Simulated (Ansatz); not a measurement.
**Worked example: GaH2Cl + B(CH3)2(SH) → GaH2(SH) + B(CH3)2Cl**

Species: GaH2Cl `[Cl][GaH2]`, singlet; B(CH3)2(SH), singlet; GaH2(SH), singlet; B(CH3)2Cl (chlorodimethylborane), singlet. The partners trade Cl for SH: Ga–Cl and B–SH bonds give way to Ga–SH and B–Cl.

Shapes, held fixed at every level: PBE0-D4/def2-TZVP. Programs: Ansatz 0.2.0. The zero-point and thermal change to 298 K, harmonic and unscaled (PBE0-D4/def2-TZVP), is -1.5 kJ/mol.

At CCSD(T)/def2-TZVPP; 1 Eh = 2625.50 kJ/mol:

```
    species   energy (Eh)
     GaH2Cl  -2384.429188
B(CH3)2(SH)   -502.844012
   GaH2(SH)  -2323.019402
  B(CH3)2Cl   -564.248246
```

Q: Work out ΔH(298 K) of the reaction at this level.

A: 
1. Products less reactants: (-2323.019402) + (-564.248246) − [(-2384.429188) + (-502.844012)] = 0.005552 Eh = +14.6 kJ/mol.
2. With the thermal change: +14.6 + (-1.5) = +13.1 kJ/mol.

Other levels give +12.5 (wB97M-V/def2-TZVPP) to +15.0 kJ/mol (CCSD/def2-SVP). No measured value is set beside it here. Relativity is left out for Ga unless named. Correlated rows may include outer-core shells of Ga, which these sets cover unevenly.
